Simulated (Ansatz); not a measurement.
Consider the redistribution: `[NH2][Mo](=[O])(=[O])[F]` + `CBCN` → `[CH3][Mo](=[O])(=[O])[F]` + `NBCN`.

Computed with Ansatz on PBE0-D4/def2-TZVP structures; ΔE is electronic, products minus reactants. CCSD(T)/CBS is the MP2 limit (def2-TZVPP, def2-QZVPP) plus CCSD(T) − MP2 in def2-TZVPP, frozen cores. DFT in def2-TZVPP. B3LYP here is the variant with VWN-RPA as its local correlation; programs differ in this. def2 core potentials past Kr. For Mo outer-core shells are correlated without core-valence functions, which leaves a few kJ/mol of doubt a bond. Each species was taken in one conformer, which may not be the lowest.

Problem. Is it downhill or uphill in electronic energy at CCSD(T)/CBS, and by how much? (An estimate is asked.)

Solution. The calculation gave: Downhill: ΔE = -12.1 kcal/mol.

Problem. What do these levels give: revPBE-D4, B97M-V, B3LYP-D4, r2SCANh-D4, ωB97X-V, B2PLYP, revPBE, B3LYP, MP2/def2-SVP, HF/def2-TZVPP, SCS-MP2/def2-TZVPP, CCSD/def2-TZVPP? (Best estimate.)

Solution. Computed: revPBE-D4 -9.7, B97M-V -9.1, B3LYP-D4 -10.6, r2SCANh-D4 -10.2, ωB97X-V -10.6, B2PLYP -11.1, revPBE -10.2, B3LYP -10.8, MP2/def2-SVP -12.1, HF/def2-TZVPP -11.8, SCS-MP2/def2-TZVPP -11.8, CCSD/def2-TZVPP -12.7 kcal/mol.

Largest T1 diagnostic among the species: 0.025, so the coupled-cluster value is less sure than usual.

At CCSD(T), def2-SVP lies −1.4 kcal/mol from the extrapolated value and def2-TZVPP −0.2 kcal/mol. From BLYP to BHLYP (50 % exact exchange), in def2-TZVPP and without D4, ΔE moves by −1.0 kcal/mol.
